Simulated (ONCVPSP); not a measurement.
Re, ONCV: configuration errors across variants

Re (Z = 75), optimised norm-conserving Vanderbilt (ONCV), made with ONCVPSP 4.0.1 (PBE, scalar-relativistic). Core [Xe] 4f14, reference 5d5.5 6s1.5. Waves: 6s: rc 2.80 bohr, ncon 4, nbas 9, qcut 2.4 1/bohr, 1 projector; p scattering state at 0.37 Ha: rc 2.60 bohr, ncon 4, nbas 8, qcut 3.8 1/bohr, 2 projectors, debl 1.9 Ha; 5d: rc 2.30 bohr, ncon 5, nbas 10, qcut 6.7 1/bohr, 2 projectors, debl 1.4 Ha. Local part: polynomial inside 1.95 bohr (lpopt 5, dvloc0 2 Ha). Core correction: Teter function, fcfact 5.5, rcfact 1.3.

In the p channel the program set the typed energies aside and used 0.050, 1.950 Ha.

All-electron excitation energies from the reference (eV): (1) 5d5 6s2 -0.382; (2) 5d5 6s1 8.866; (3) 5d5 6s0 25.189; (4) 5d6 6s1 0.561.

1 further variants failed, have other tests or another functional or relativity, and are left out.

A true bound ghost makes a file unfit for plane-wave use even where its test errors are small: the radial tests pick states by their node count and pass the ghost by.

Errors AE − PS in meV (a dash: test not solved or not reliable):

```tsv
change	(1)	(2)	(3)	(4)	bound ghosts	GHOST(+) flags above zero
base	+1.2	+14	-44	-6.4	p	s
d: nproj 1	+0.8	+13	-47	-7.0	p	s
local potential polynomial inside 1.50 bohr (lpopt 5, dvloc0 0 Ha)	-5.0	-3.5	-44	-8.4	s, p	p
p: ncon 5, nbas 9	+1.2	+14	-44	-6.4	p	s
s: qcut 2; p: qcut 3.1; d: qcut 5.4	+9.8	+23	-51	-0.8	s	p
core correction Teter function, fcfact 5.5, rcfact 1.68	-1.9	-55	-438	-9.2	p	s
```

(1) Give the same row for: core correction Teter function, fcfact 6.7, rcfact 1.3.

Results:

(1) +0.7, +12, -63, -6.9; bound ghosts: p; GHOST(+) flags above zero: s.
